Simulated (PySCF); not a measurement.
**¹⁵N chemical shifts**

PySCF 2.14.0 with density-fitted response routines calculation with GFN2-xTB geometry and shielding tensors at PBE0/pcSseg-1 (GIAO); rapidly exchanging positions averaged, relativity neglected, one conformer, no solvent model.

Shieldings were converted by a linear fit to measured shifts: ¹⁵N (scatter 6.3 ppm rms vs CH3NO2, solution or neat liquid). A few per cent of atoms miss by over 2 rms, more outside the fitted compound classes.

Give the ¹⁵N shifts of `CC(C)OC(=O)[SiH2]CC#N`, `N#Cc1pcpc(F)p1`, `CCc1ccc(SC)nc1`, `c1nnco1`, `Cc1cn(C)cn1`.

Results:


| compound | environment | δ (ppm) |
| --- | --- | --- |
| CC(C)OC(=O)[SiH2]CC#N | nitrile nitrogen | -122.5 |
| N#Cc1pcpc(F)p1 | nitrile nitrogen | -70.6 |
| CCc1ccc(SC)nc1 | pyridine-type ring nitrogen | -83.8 |
| c1nnco1 | pyridine-type nitrogen of an azole (×2) | -67.9 |
| [CH3:1][c:2]1[cH:3][n:4]([CH3:5])[cH:6][n:7]1 | N7: pyridine-type nitrogen of an azole | -111.6 |
| [CH3:1][c:2]1[cH:3][n:4]([CH3:5])[cH:6][n:7]1 | N4: pyrrole-type ring nitrogen | -226.4 |
